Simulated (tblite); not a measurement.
A geometry optimisation, step by step.

Species: C3H6ClOSi2 (doublet state).
Numbering: `[C:1]#[C:2][CH2:3][Si@H:4]([Cl:5])[O:6][SiH3:7]` (hydrogens: H8, H9 on C3; H10 on Si4; H11, H12, H13 on Si7)
Bond orders are those of one Lewis drawing.

Computed with GFN2-xTB (tblite), gas phase: L-BFGS steps from a force-field or distance-geometry start until the largest atomic force falls under 0.01 eV/Å. 6 of its 62 geometries are shown.

Step 0: E = -583.2170 eV, largest atomic force 9.574 eV/Å
```
atom  x, y, z in Å  |  force x, y, z in eV/Å
C1      1.801    2.603    0.890   -0.144  -9.044  -3.138
C2      1.783    1.152    0.386    0.091   7.324   2.615
C3      1.793   -0.244   -0.070    1.130   2.365  -0.131
Si4     0.256   -1.143    0.444   -2.184  -1.403   0.699
Cl5     0.481   -3.133   -0.029   -0.056   0.699   0.013
O6     -1.145   -0.684   -0.297    0.918   0.130   0.543
Si7    -2.174    0.609   -0.324   -0.411   0.439   0.079
H8      1.875   -0.253   -1.161   -0.065   0.050  -0.098
H9      2.675   -0.755    0.320   -0.017  -0.011   0.169
H10     0.076   -1.109    1.929    0.053   0.122  -0.664
H11    -2.585    0.932    1.064    0.211  -0.196  -0.325
H12    -1.472    1.755   -0.924    0.023  -0.255   0.088
H13    -3.370    0.270   -1.125    0.451  -0.220   0.151
```

Step 12: E = -585.6662 eV, largest atomic force 0.215 eV/Å
```
atom  x, y, z in Å  |  force x, y, z in eV/Å
C1      1.856    2.301    0.745    0.042   0.155   0.015
C2      1.673    1.153    0.441   -0.092  -0.079  -0.012
C3      1.780   -0.201   -0.075   -0.110   0.052   0.108
Si4     0.209   -1.168    0.489    0.174   0.105  -0.070
Cl5     0.459   -3.069   -0.085   -0.069  -0.052  -0.066
O6     -1.113   -0.594   -0.234    0.055  -0.013   0.051
Si7    -2.177    0.656   -0.313    0.052  -0.036   0.011
H8      1.878   -0.154   -1.166   -0.006  -0.134   0.153
H9      2.676   -0.662    0.353   -0.067  -0.028  -0.161
H10     0.040   -1.082    1.934    0.000  -0.014  -0.026
H11    -2.566    0.914    1.071   -0.030   0.068  -0.034
H12    -1.440    1.754   -0.930   -0.045   0.033   0.016
H13    -3.282    0.154   -1.127    0.094  -0.056   0.015
```

Step 24: E = -585.6921 eV, largest atomic force 0.088 eV/Å
```
atom  x, y, z in Å  |  force x, y, z in eV/Å
C1      1.868    2.320    0.716   -0.015  -0.056  -0.032
C2      1.655    1.165    0.446   -0.010   0.080   0.035
C3      1.768   -0.194   -0.051    0.004  -0.008   0.002
Si4     0.229   -1.187    0.508   -0.037  -0.035   0.031
Cl5     0.398   -3.074   -0.155   -0.004   0.079   0.021
O6     -1.080   -0.572   -0.198    0.005   0.040   0.066
Si7    -2.155    0.660   -0.307   -0.014  -0.002  -0.018
H8      1.828   -0.178   -1.141    0.037  -0.002  -0.020
H9      2.679   -0.648    0.338    0.031  -0.020  -0.022
H10     0.054   -1.120    1.952    0.027  -0.067  -0.019
H11    -2.590    0.974    1.052   -0.010  -0.007  -0.011
H12    -1.462    1.787   -0.922    0.007  -0.011  -0.015
H13    -3.197    0.066   -1.134   -0.021   0.009  -0.018
```

Step 37: E = -585.7070 eV, largest atomic force 0.051 eV/Å
```
atom  x, y, z in Å  |  force x, y, z in eV/Å
C1      1.849    2.336    0.651    0.004   0.026   0.022
C2      1.661    1.163    0.453    0.001  -0.026  -0.015
C3      1.779   -0.199   -0.034    0.002  -0.002   0.004
Si4     0.256   -1.201    0.559   -0.025   0.015  -0.023
Cl5     0.342   -3.035   -0.250    0.011  -0.002  -0.025
O6     -1.061   -0.486   -0.020   -0.049   0.003   0.012
Si7    -2.167    0.684   -0.310   -0.029   0.011  -0.011
H8      1.811   -0.186   -1.127    0.018  -0.025   0.012
H9      2.707   -0.643    0.328    0.006   0.006  -0.004
H10     0.144   -1.290    2.006    0.027   0.025   0.003
H11    -2.703    1.045    1.000    0.002   0.016  -0.033
H12    -1.481    1.787   -0.977    0.018  -0.026   0.039
H13    -3.142    0.026   -1.175    0.012  -0.018   0.018
```

Step 49: E = -585.7131 eV, largest atomic force 0.034 eV/Å
```
atom  x, y, z in Å  |  force x, y, z in eV/Å
C1      1.845    2.336    0.638    0.004  -0.003   0.008
C2      1.660    1.162    0.440    0.009   0.003  -0.025
C3      1.783   -0.204   -0.033   -0.007   0.008  -0.001
Si4     0.259   -1.200    0.568    0.009   0.027   0.011
Cl5     0.319   -2.989   -0.337   -0.017  -0.026  -0.014
O6     -1.090   -0.458    0.111   -0.007   0.001   0.009
Si7    -2.182    0.686   -0.305    0.006   0.003  -0.003
H8      1.827   -0.212   -1.126    0.013   0.015   0.008
H9      2.708   -0.644    0.344   -0.020   0.007  -0.006
H10     0.224   -1.336    2.015   -0.011  -0.004   0.009
H11    -2.792    1.120    0.948    0.001  -0.014   0.009
H12    -1.458    1.761   -0.974    0.014  -0.014  -0.006
H13    -3.108   -0.021   -1.185    0.006  -0.003   0.000
```

Step 61: E = -585.7145 eV, largest atomic force 0.007 eV/Å
```
atom  x, y, z in Å  |  force x, y, z in eV/Å
C1      1.854    2.344    0.626   -0.002  -0.002  -0.001
C2      1.657    1.173    0.423    0.001   0.004   0.004
C3      1.778   -0.199   -0.034   -0.001  -0.001   0.001
Si4     0.262   -1.199    0.583   -0.001   0.001   0.005
Cl5     0.263   -2.953   -0.397   -0.002  -0.001  -0.001
O6     -1.096   -0.423    0.224    0.001   0.002   0.001
Si7    -2.179    0.684   -0.300    0.004  -0.002  -0.006
H8      1.828   -0.217   -1.125   -0.005   0.005  -0.001
H9      2.703   -0.633    0.350    0.001  -0.005  -0.002
H10     0.262   -1.396    2.023    0.005   0.004   0.000
H11    -2.844    1.149    0.913   -0.001  -0.003   0.001
H12    -1.433    1.734   -0.986    0.006   0.000   0.002
H13    -3.058   -0.064   -1.195   -0.005  -0.001  -0.001
```

Question: Summarise the path.

Answer: The energy falls by 240.97 kJ/mol from step 0 to step 61; nine tenths of that is first reached at step 5. It rises by more than 0.2 meV at step 2. The largest force goes from 9.574 to 0.007 eV/Å. Among the bonds C1≡C2 changes most, from 1.536 to 1.204 Å; the atoms move by 0.310 Å rms after alignment.

What follows is the cost of the whole relaxation. Time: 0.41 s. Hardware: an Arm Neoverse V2 with one thread, shared host.
